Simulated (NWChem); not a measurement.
System: AlSiH$_{5}$SO$_{2}$; SMILES [SiH3][S][Al]([OH])[OH]

Input file for NWChem:

```
start job
memory heap 200 mb stack 900 mb global 1100 mb
geometry units angstroms noautoz
  Si    -0.281506    -2.142432    -0.001148
  S      1.192237    -0.563944    -0.001739
  Al    -0.148822     1.146600    -0.000869
  O     -1.798723     0.766598    -0.000403
  O      0.382752     2.754254    -0.000682
  H     -1.137109    -2.101317    -1.220718
  H      0.509850    -3.407205    -0.001584
  H     -1.135972    -2.101455     1.219225
  H     -2.536457     1.377474     0.000436
  H      1.289526     3.062533    -0.000535
end
basis spherical
  * library def2-svp
end
dft
  xc r2scan
  grid coarse
  iterations 150
  mulliken
end
task dft gradient
```

Output (shortened):

```
             Northwest Computational Chemistry Package (NWChem) 7.3.0
             --------------------------------------------------------

 CS  symmetry detected

                             Geometry "geometry" -> ""
                             -------------------------

 Output coordinates in angstroms (scale by  1.889725989 to convert to a.u.)

  No.       Tag          Charge          X              Y              Z
 ---- ---------------- ---------- -------------- -------------- --------------
    1 Si                  14.0000    -0.36864216    -2.14082822     0.00000000
    2 S                   16.0000     1.18037838    -0.63614273     0.00000000
    3 Al                  13.0000    -0.07560490     1.13780957     0.00000000
    4 O                    8.0000    -1.74208493     0.83877887     0.00000000
    5 O                    8.0000     0.53379239     2.71760615     0.00000000
    6 H                    1.0000    -1.22065483    -2.05810369    -1.21997163
    7 H                    1.0000     0.36004752    -3.44271400     0.00000000
    8 H                    1.0000    -1.22065483    -2.05810369     1.21997163
    9 H                    1.0000    -2.44912817     1.48493000     0.00000000
   10 H                    1.0000     1.45453046     2.98126548     0.00000000

 Effective nuclear repulsion energy (a.u.)     342.2520821094

      Symmetry information
      --------------------

 Group name             Cs
 Group number              2
 Group order               2
 No. of unique centers     9

                                 NWChem DFT Module
                                 -----------------

 Summary of "ao basis" -> "ao basis" (spherical)
 ------------------------------------------------------------------------------
       Tag                 Description            Shells   Functions and Types
 ---------------- ------------------------------  ------  ---------------------
 Si                         def2-svp                 8       18   4s3p1d
 S                          def2-svp                 8       18   4s3p1d
 Al                         def2-svp                 8       18   4s3p1d
 O                          def2-svp                 6       14   3s2p1d
 H                          def2-svp                 3        5   2s1p

      Symmetry analysis of basis
      --------------------------

        a'         76
        a"         31

            General Information
            -------------------
          SCF calculation type: DFT
          Wavefunction type:  closed shell.
          No. of atoms     :    10
          No. of electrons :    64
           Alpha electrons :    32
            Beta electrons :    32
          Charge           :     0
          Spin multiplicity:     1
          Use of symmetry is: on ; symmetry adaption is: on
          Maximum number of iterations: 150
          AO basis - number of functions:   107
                     number of shells:    51
          Convergence on energy requested:  1.00D-06
          Convergence on density requested:  1.00D-05
          Convergence on gradient requested:  5.00D-04

              XC Information
              --------------
                      r^2SCAN Method XC Functional
               r^2SCAN metaGGA Exchange Functional  1.000
                     r^2SCAN Correlation Potential  1.000

             Grid Information
             ----------------
          Grid used for XC integration:  coarse
          Radial quadrature: Mura-Knowles
          Angular quadrature: Lebedev.
          Tag              B.-S. Rad. Rad. Pts. Rad. Cut. Ang. Pts.
          ---              ---------- --------- --------- ---------
          Si                  1.10       70          12.0       302
          S                   1.00       70          11.0       302
          Al                  1.25       70          11.0       302
          O                   0.60       35          14.0       302
          H                   0.35       35          14.0       302
          Grid pruning is: on
          Number of quadrature shells:   420
          Spatial weights used:  Erf1

      Superposition of Atomic Density Guess
      -------------------------------------

 Sum of atomic energies:       -1079.75598278

      Non-variational initial energy
      ------------------------------

 Total energy =   -1081.007796
 1-e energy   =   -2176.643517
 2-e energy   =     753.383639
 HOMO         =      -0.326257
 LUMO         =      -0.033615

      Symmetry analysis of molecular orbitals - initial
      -------------------------------------------------

  Numbering of irreducible representations:

     1 a'          2 a"

  Orbital symmetries:

     1 a'          2 a'          3 a'          4 a'          5 a'
     6 a'          7 a'          8 a'          9 a"         10 a'
    11 a'         12 a'         13 a"         14 a'         15 a'
    16 a'         17 a"         18 a'         19 a'         20 a'
    21 a'         22 a'         23 a'         24 a'         25 a'
    26 a"         27 a"         28 a'         29 a"         30 a'
    31 a'         32 a"         33 a'         34 a"         35 a'
    36 a'         37 a'         38 a"         39 a'         40 a'
    41 a'         42 a'

     ---------------------------------------------
      Total Density - Mulliken Population Analysis
     ---------------------------------------------

    Atom       Charge   Shell Charges
 -----------   ------   -------------------------------------------------------
    1 Si  14    13.48   2.00  1.99  0.99  0.26  5.94  1.06  1.10  0.14
    2 S   16    16.62   2.00  1.99  1.20  0.65  5.94  1.82  2.99  0.02
    3 Al  13    11.62   2.00  1.99  0.63  0.06  5.93  0.53  0.23  0.25
    4 O    8     8.88   1.99  1.10  0.64  3.15  2.00  0.00
    5 O    8     8.88   1.99  1.10  0.64  3.15  2.00  0.00
    6 H    1     1.07   0.70  0.36  0.01
    7 H    1     1.08   0.70  0.37  0.01
    8 H    1     1.07   0.70  0.36  0.01
    9 H    1     0.65   0.52  0.07  0.06
   10 H    1     0.65   0.52  0.07  0.06

   convergence    iter        energy       DeltaE   RMS-Dens  Diis-err
 ---------------- ----- ----------------- --------- --------- ---------
 d= 0,ls=0.0,diis     1  -1083.0633515464 -1.43D+03  1.50D-02  1.08D+00
 d= 0,ls=0.0,diis     2  -1082.8567910510  2.07D-01  9.96D-03  3.16D+00
 d= 0,ls=0.0,diis     3  -1083.1781970165 -3.21D-01  1.88D-03  4.40D-02
 d= 0,ls=0.0,diis     4  -1083.1817011093 -3.50D-03  9.77D-04  9.35D-03
 d= 0,ls=0.0,diis     5  -1083.1831835817 -1.48D-03  1.72D-04  4.91D-04
  Resetting Diis
 d= 0,ls=0.0,diis     6  -1083.1832386410 -5.51D-05  5.51D-05  6.82D-05
 d= 0,ls=0.0,diis     7  -1083.1832455012 -6.86D-06  3.81D-05  5.29D-06
 d= 0,ls=0.0,diis     8  -1083.1832441348  1.37D-06  2.35D-05  1.78D-05
 d= 0,ls=0.0,diis     9  -1083.1832461067 -1.97D-06  3.10D-06  1.15D-07
 d= 0,ls=0.0,diis    10  -1083.1832461195 -1.28D-08  9.20D-07  8.84D-09

         Total DFT energy =    -1083.183246119522
      One electron energy =    -2181.459588707366
           Coulomb energy =      840.334291822235
    Exchange-Corr. energy =      -84.310031343784
 Nuclear repulsion energy =      342.252082109393

 Numeric. integr. density =       64.000107715191

                  Occupations of the irreducible representations
                  ----------------------------------------------

                     irrep           alpha         beta
                     --------     --------     --------
                     a'               25.0         25.0
                     a"                7.0          7.0

                       DFT Final Molecular Orbital Analysis
                       ------------------------------------

 Vector   30  Occ=2.000000D+00  E=-2.809567D-01  Symmetry=a"
              MO Center= -7.2D-01,  1.6D+00,  8.3D-13, r^2= 2.8D+00
   Bfn.  Coefficient  Atom+Function         Bfn.  Coefficient  Atom+Function
  ----- ------------  ---------------      ----- ------------  ---------------
    60      0.462509   4 O  pz               74     -0.410613   5 O  pz
    63      0.360844   4 O  pz               77     -0.321919   5 O  pz
    53      0.069124   3 Al d  1             51     -0.048006   3 Al d -1
    83      0.031053   6 H  s                93     -0.031053   8 H  s
    10     -0.030384   1 Si pz

 Vector   31  Occ=2.000000D+00  E=-2.773075D-01  Symmetry=a'
              MO Center=  6.2D-01, -6.7D-01, -7.3D-13, r^2= 4.8D+00
   Bfn.  Coefficient  Atom+Function         Bfn.  Coefficient  Atom+Function
  ----- ------------  ---------------      ----- ------------  ---------------
    29      0.386178   2 S  px               26      0.278612   2 S  px
    30     -0.211163   2 S  py               73     -0.202055   5 O  py
    88     -0.197813   7 H  s                27     -0.163612   2 S  py
    23      0.162358   2 S  px               89     -0.148657   7 H  s
    76     -0.145681   5 O  py               21      0.143256   2 S  s

 Vector   32  Occ=2.000000D+00  E=-2.401862D-01  Symmetry=a"
              MO Center=  7.7D-01, -6.6D-01, -3.3D-15, r^2= 2.8D+00
   Bfn.  Coefficient  Atom+Function         Bfn.  Coefficient  Atom+Function
  ----- ------------  ---------------      ----- ------------  ---------------
    31      0.595736   2 S  pz               28      0.399704   2 S  pz
    25      0.232158   2 S  pz               83      0.135329   6 H  s
    93     -0.135329   8 H  s                84      0.131637   6 H  s
    94     -0.131637   8 H  s                74     -0.098269   5 O  pz
    60     -0.089471   4 O  pz               77     -0.080445   5 O  pz

 Vector   33  Occ=0.000000D+00  E=-2.990970D-02  Symmetry=a'
              MO Center=  4.4D-02,  6.4D-01,  3.8D-14, r^2= 6.1D+00
   Bfn.  Coefficient  Atom+Function         Bfn.  Coefficient  Atom+Function
  ----- ------------  ---------------      ----- ------------  ---------------
    40      1.091178   3 Al s                22     -0.527716   2 S  s
    11      0.397199   1 Si px               29      0.302627   2 S  px
    71     -0.296202   5 O  s                57     -0.274253   4 O  s
    21     -0.242251   2 S  s                38      0.189222   3 Al s
    20      0.153877   2 S  s                70     -0.153672   5 O  s

 Vector   34  Occ=0.000000D+00  E= 7.548288D-04  Symmetry=a"
              MO Center= -4.9D-02,  6.2D-01, -1.2D-15, r^2= 5.1D+00
   Bfn.  Coefficient  Atom+Function         Bfn.  Coefficient  Atom+Function
  ----- ------------  ---------------      ----- ------------  ---------------
    49      0.753730   3 Al pz               13     -0.508214   1 Si pz
    46      0.341673   3 Al pz               84     -0.333954   6 H  s
    94      0.333954   8 H  s                74     -0.200923   5 O  pz
    77     -0.201488   5 O  pz               60     -0.199276   4 O  pz
    63     -0.197415   4 O  pz               31     -0.170682   2 S  pz

 Vector   35  Occ=0.000000D+00  E= 9.196969D-03  Symmetry=a'
              MO Center= -1.6D-01, -1.1D+00,  8.8D-14, r^2= 5.5D+00
   Bfn.  Coefficient  Atom+Function         Bfn.  Coefficient  Atom+Function
  ----- ------------  ---------------      ----- ------------  ---------------
    12      0.723569   1 Si py               30      0.563758   2 S  py
    22     -0.526999   2 S  s                11      0.511433   1 Si px
     3      0.500209   1 Si s                 4      0.468398   1 Si s
    40     -0.406950   3 Al s                29      0.355241   2 S  px
    47      0.355286   3 Al px               57      0.265851   4 O  s

     ---------------------------------------------
      Total Density - Mulliken Population Analysis
     ---------------------------------------------

    Atom       Charge   Shell Charges
 -----------   ------   -------------------------------------------------------
    1 Si  14    13.59   2.00  1.98  1.05  0.16  5.93  1.27  1.01  0.19
    2 S   16    16.53   2.00  1.99  1.20  0.69  5.93  1.82  2.87  0.03
    3 Al  13    12.12   2.00  1.98  0.65 -0.01  5.93  0.80  0.39  0.38
    4 O    8     8.49   1.99  1.06  0.66  2.88  1.90  0.01
    5 O    8     8.49   1.99  1.07  0.66  2.88  1.89  0.01
    6 H    1     1.06   0.74  0.31  0.01
    7 H    1     1.07   0.74  0.32  0.01
    8 H    1     1.06   0.74  0.31  0.01
    9 H    1     0.79   0.67  0.05  0.07
   10 H    1     0.80   0.67  0.06  0.07

     -------------------------------------------
      Total Density - Lowdin Population Analysis
     -------------------------------------------

    Atom       Charge   Shell Charges
 -----------   ------   -------------------------------------------------------
    1 Si  14    13.65   2.00  1.93  0.69  0.36  5.82  1.28  1.27  0.30
    2 S   16    16.13   2.00  1.95  0.97  0.68  5.81  1.92  2.76  0.04
    3 Al  13    12.67   2.00  1.93  0.49  0.19  5.81  0.96  0.66  0.63
    4 O    8     8.23   1.97  0.87  0.59  2.72  2.07  0.01
    5 O    8     8.23   1.97  0.87  0.59  2.71  2.08  0.01
    6 H    1     1.09   0.65  0.42  0.03
    7 H    1     1.09   0.65  0.42  0.03
    8 H    1     1.09   0.65  0.42  0.03
    9 H    1     0.91   0.55  0.17  0.19
   10 H    1     0.91   0.55  0.17  0.19

     Multipole analysis of the density
     ---------------------------------

     L   x y z        total         alpha         beta         nuclear
     -   - - -        -----         -----         ----         -------
     0   0 0 0     -0.000000    -32.000000    -32.000000     64.000000

     1   1 0 0     -0.202986     -0.101493     -0.101493      0.000000
     1   0 1 0      0.608091      0.304045      0.304045     -0.000000
     1   0 0 1     -0.000000     -0.000000     -0.000000      0.000000

     2   2 0 0    -35.965051   -128.777349   -128.777349    221.589647
     2   1 1 0      1.562065     -3.354347     -3.354347      8.270759
     2   1 0 1      0.000000      0.000000      0.000000      0.000000
     2   0 2 0    -37.020245   -346.328654   -346.328654    655.637064
     2   0 1 1      0.000000      0.000000      0.000000      0.000000
     2   0 0 2    -37.443600    -24.036725    -24.036725     10.629850

            General Information
            -------------------
          SCF calculation type: DFT
          Wavefunction type:  closed shell.
          No. of atoms     :    10
          No. of electrons :    64
           Alpha electrons :    32
            Beta electrons :    32
          Charge           :     0
          Spin multiplicity:     1
          Use of symmetry is: on ; symmetry adaption is: on
          Maximum number of iterations: 150
          AO basis - number of functions:   107
                     number of shells:    51
          Convergence on energy requested:  1.00D-06
          Convergence on density requested:  1.00D-05
          Convergence on gradient requested:  5.00D-04

              XC Information
              --------------
                      r^2SCAN Method XC Functional
               r^2SCAN metaGGA Exchange Functional  1.000
                     r^2SCAN Correlation Potential  1.000

[...]

                         DFT ENERGY GRADIENTS

    atom               coordinates                        gradient
                 x          y          z           x          y          z
   1 Si     -0.696633  -4.045579   0.000000    0.000649   0.000939   0.000000
   2 S       2.230592  -1.202135   0.000000   -0.000904  -0.000078   0.000000
   3 Al     -0.142873   2.150148   0.000000   -0.000010   0.000019   0.000000
   4 O      -3.292063   1.585062   0.000000   -0.001175   0.001748   0.000000
   5 O       1.008721   5.135531   0.000000    0.001864   0.000180   0.000000
   6 H      -2.306703  -3.889252  -2.305412   -0.000294   0.000098  -0.000616
   7 H       0.680391  -6.505786   0.000000    0.000543  -0.000636   0.000000
   8 H      -2.306703  -3.889252   2.305412   -0.000294   0.000098   0.000616
   9 H      -4.628181   2.806111   0.000000    0.001880  -0.001520   0.000000
  10 H       2.748664   5.633775   0.000000   -0.002258  -0.000847   0.000000
```

Level: r2SCAN/def2-SVP. Coordinates come from a PBE0/def2-SVP optimisation.
